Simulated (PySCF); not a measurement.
PySCF job for difluoro(prop-1-en-2-yl)borane (C3H5BF2), SMILES C=C(C)B(F)F, PBE/pcSseg-1. Geometry optimised at B3LYP-D3(BJ)/def2-SVP. One conformer was computed; it need not be the lowest.

```python
import numpy as np
from pyscf import gto, scf, dft
from pyscf.prop.nmr import rks as nmr

mol = gto.M(
    atom='''
    C     1.43134018    1.21901032   -0.00000000
    C     0.16755555    0.75714827   -0.00000000
    C    -1.03420231    1.66863639   -0.00000000
    B    -0.05666890   -0.78152767    0.00000001
    F    -1.27867427   -1.29790705   -0.00000000
    F     0.94970049   -1.64527828   -0.00000000
    H     1.65735469    2.29166834   -0.00000000
    H     2.28605955    0.53650397    0.00000000
    H    -1.67135380    1.48443391   -0.88138500
    H    -1.67135380    1.48443391    0.88138500
    H    -0.74475857    2.73049641    0.00000000
    ''',
    basis='pcSseg-1',
    charge=0,
    spin=0,
    max_memory=1600,
    verbose=3,
)
mf = dft.RKS(mol, xc='pbe')
mf.grids.level = 3
mf.conv_tol = 1e-10
mf.max_cycle = 100
mf.kernel()
n = nmr.NMR(mf)
n.verbose = 2
n.max_cycle_cphf = 60
sigma = n.kernel()
print('atom   isotropic/ppm   span/ppm')
for i, s in enumerate(sigma):
    w = np.linalg.eigvalsh((s + s.T) / 2)
    print(f'{mol.atom_symbol(i):2s}{i + 1:3d} {w.mean():14.3f} {w[2] - w[0]:11.3f}')
```

Program output:

```
converged SCF energy = -341.56012337048
atom   isotropic/ppm   span/ppm
C   1         34.006     229.267
C   2         37.266     238.021
C   3        155.247      36.595
B   4         72.382      13.414
F   5        235.333     298.116
F   6        247.310     295.615
H   7         24.931       6.943
H   8         24.727       7.262
H   9         29.120       8.416
H  10         29.120       8.416
H  11         29.499       7.720
```

The run converged.

Cost: about 23 core-seconds (a rough figure).
